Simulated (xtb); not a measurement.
HO₃S, SMILES O[S](=O)=O (connectivity only; charge and spin as stated), charge -1, multiplicity 1. All values are semi-empirical tight-binding results from xtb (GFN2-xTB unless named), good for trends rather than for accurate numbers. Geometry optimised at GFN2-xTB. The spin state was assumed, not searched. The isomer is the one that the SMILES or the coordinates give; other isomers of the formula were not compared. The values are those of a single conformer.

Optimised geometry:

```xyz
5

O     -0.3337     1.3653     0.1348
S     -0.2214    -0.0333    -0.3540
O     -0.9720    -0.9801     0.4934
O      1.5251    -0.3697     0.0161
H      1.7878     0.4080     0.5095
```
Charge -1, spin multiplicity 1.

```json
{
  "orbital_gap": "5.43 eV",
  "zero_point_energy": "12.3 kcal/mol",
  "G − E(el) at 298.15 K (modified RRHO)": "-5.1 kcal/mol",
  "static polarisability (D4 model)": "40.5 bohr³",
  "solvation energy, GFN2-xTB/ALPB(water)": "-75.9 kcal/mol",
  "solvation energy, GFN2-xTB/ALPB(methanol)": "-69.1 kcal/mol"
}
```

Computed atomic charges and the Wiberg bond orders between heavy atoms:
charges (e) O1 -0.65, S2 0.64, O3 -0.62, O4 -0.63, H5 0.26. Bond orders O1–S2 1.71, S2–O3 1.75, S2–O4 0.83.
